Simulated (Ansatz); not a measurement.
Geometry optimisation, RKS PBE0-D4/def2-SVP in Ansatz 0.2.0.

The input (input.yaml):

```yaml
crystal:
  periodic: [false, false, false]
  atoms:
    - { symbol: C, position_ang: [-1.2886, 0.5959, 0.9201] }
    - { symbol: C, position_ang: [0.0267, 0.7818, 0.2481] }
    - { symbol: "N", position_ang: [0.9927, -0.0277, 0.8538] }
    - { symbol: B, position_ang: [0.5874, -0.4467, -0.5608] }
    - { symbol: "N", position_ang: [0.5389, -1.3644, -1.7983] }
    - { symbol: H, position_ang: [-2.128, 0.9141, 0.1718] }
    - { symbol: H, position_ang: [-1.3777, 1.3483, 1.7666] }
    - { symbol: H, position_ang: [-1.4797, -0.373, 1.2793] }
    - { symbol: H, position_ang: [0.3879, 1.8005, -0.0466] }
    - { symbol: H, position_ang: [1.31386, -1.00443, -1.28888] }
    - { symbol: H, position_ang: [1.5125, -1.3698, -2.1045] }
    - { symbol: H, position_ang: [0.3361, -2.3145, -1.4313] }
basis:
  gaussian: { orbitals: def2-SVP }
hamiltonian:
  xc: pbe0
  dispersion: d4
relax:
  f_tol: 0.02
  max_steps: 50
output:
  orbitals: {}
```

Launched with:

```bash
$ ansatz run input.yaml --threads 2 --pin off --max-ram 3072MiB --backend cpu --events-out ev --progress --plain --runs-dir out
```

Problem. Where does it end, and by what steps?

Solution. The forces met the threshold. After 13 steps the energy has fallen by 6.204 eV; H10 moved furthest, 1.10 Å. The start is strongly strained (largest force component 9 eV/Å), so its close contacts needn't be bonds. Parted: B4–H10.

```json
{"step": "0", "energy less start (eV)": "0.0000", "largest force component (eV/Å)": "8.667", "accepted": "yes"}
{"step": "1", "energy less start (eV)": "-2.7502", "largest force component (eV/Å)": "3.968", "accepted": "yes"}
{"step": "2", "energy less start (eV)": "-4.0613", "largest force component (eV/Å)": "3.726", "accepted": "yes"}
{"step": "3", "energy less start (eV)": "-4.7788", "largest force component (eV/Å)": "4.563", "accepted": "yes"}
{"step": "4", "energy less start (eV)": "-5.4189", "largest force component (eV/Å)": "3.804", "accepted": "yes"}
{"step": "5", "energy less start (eV)": "-5.9251", "largest force component (eV/Å)": "1.635", "accepted": "yes"}
{"step": "6", "energy less start (eV)": "-6.1060", "largest force component (eV/Å)": "1.002", "accepted": "yes"}
{"step": "7", "energy less start (eV)": "-6.1760", "largest force component (eV/Å)": "0.388", "accepted": "yes"}
{"step": "8", "energy less start (eV)": "-6.1807", "largest force component (eV/Å)": "0.421", "accepted": "yes"}
{"step": "9", "energy less start (eV)": "-6.1884", "largest force component (eV/Å)": "0.258", "accepted": "yes"}
{"step": "10", "energy less start (eV)": "-6.1973", "largest force component (eV/Å)": "0.241", "accepted": "yes"}
{"step": "11", "energy less start (eV)": "-6.2026", "largest force component (eV/Å)": "0.079", "accepted": "yes"}
{"step": "12", "energy less start (eV)": "-6.2034", "largest force component (eV/Å)": "0.028", "accepted": "yes"}
{"step": "13", "energy less start (eV)": "-6.2035", "largest force component (eV/Å)": "0.004", "accepted": "yes"}
```

```xyz
12
Properties=species:S:1:pos:R:3
C -1.400 0.712 0.951
C -0.126 0.817 0.144
N 1.112 0.083 0.665
B 0.624 -0.337 -0.487
N 1.014 -1.463 -1.480
H -2.272 1.079 0.383
H -1.334 1.313 1.876
H -1.603 -0.329 1.249
H 0.061 1.860 -0.173
H 1.838 -1.949 -1.106
H 1.246 -1.098 -2.408
H 0.262 -2.147 -1.603
```

Whether the end is a true minimum wasn't checked by a vibrational analysis.

Time of the run: 15 s on 2 threads of AMD EPYC 9R45 96-Core Processor (Zen 5) (shared host), peak memory 0.24 GiB.
